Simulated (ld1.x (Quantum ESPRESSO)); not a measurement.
Au (Z = 79): one change to an RRKJ potential, before and after

Au (Z = 79), norm-conserving RRKJ (Kleinman–Bylander form), made with ld1.x (Quantum ESPRESSO) 7.5 (PBE, scalar-relativistic). Core [Kr] 4d10 4f14, reference 5s2 5p6 5d10 6s1 6p0. Waves: 5s (bound): rc 1.10 bohr; 5p (bound): rc 1.75 bohr; 5d (bound): rc 1.70 bohr. Local part: all-electron potential smoothed inside 1.35 bohr (lloc = -1). Core correction: none. rho0 = 0.02.

Occupied shells without a wave of their own: 6s. They enter only through the test configuration that unscreens the potential.

Change: core correction a·sin(br)/r model core inside 1.06 bohr (6s counted twice).

Cutoffs: the cutoffs (Ry, on a coarse ladder) from which the occupation-weighted sum of valence levels, in a spherical-Bessel basis at the reference potential, stays within 10 and 1 mRy of its value at 400 Ry; they do not see the model core or the augmentation charge, which bear on the density cutoff. Errors are all-electron minus pseudo energies relative to the spin-unpolarised reference configuration.

**Question.** Predict the effect on cutoff, ghosts and configuration errors.

**Answer.** The potential gets neither clearly harder nor softer (140 Ry and 200 Ry → 140 Ry and 200 Ry); of the 7 tests that both files solve, the error grows in 2 and shrinks in 3 by more than 15 % and 0.3 meV (median size 117.3 → 82.5 meV); neither file shows a bound ghost. In the changed file ld1.x takes every shell without a wave as core, so the model core holds the 6s electrons as well and exchange and correlation see them twice. This cancels in the reference configuration, but the file is broken for other ones, and its errors say nothing about a proper core correction. A model core, the more so a compact one, raises the density cutoff, which this test does not measure.

| quantity | base | changed |
| --- | --- | --- |
| cutoff, loose | 140 Ry | 140 Ry |
| cutoff, tight | 200 Ry | 200 Ry |
| bound ghosts | none | none |
| largest miss of a reference level, eV | 0.07 | 0.07 |
| error for 5s2 5p6 5d10 6s0 6p0, meV [ΔE 9.41 eV] | +85 | +32 |
| error for 5s2 5p6 5d9 6s0 6p0, meV [ΔE 30.62 eV] | +117 | -30 |
| error for 5s2 5p6 5d8 6s0 6p0, meV [ΔE 64.49 eV] | +155 | -117 |
| error for 5s2 5p6 5d9 6s2 6p0, meV [ΔE 1.69 eV] | -77 | -82 |
| error for 5s2 5p6 5d9 6s1 6p0, meV [ΔE 12.12 eV] | +2.8 | -23 |
| error for 5s2 5p6 5d10 6s0 6p1, meV [ΔE 5.25 eV] | +159 | +137 |
| error for 5s2 5p5 5d10 6s1 6p0, meV [ΔE 66.11 eV] | -154 | -186 |
| s: phases at 1.89 bohr within 0.05 rad from the reference energy up to (Ry; the scan ends near 5) | to the end of the scan | to the end of the scan |
| p: phases at 1.89 bohr within 0.05 rad from the reference energy up to (Ry; the scan ends near 5) | 0.9 | 0.9 |
| d: phases at 1.89 bohr within 0.05 rad from the reference energy up to (Ry; the scan ends near 5) | to the end of the scan | to the end of the scan |
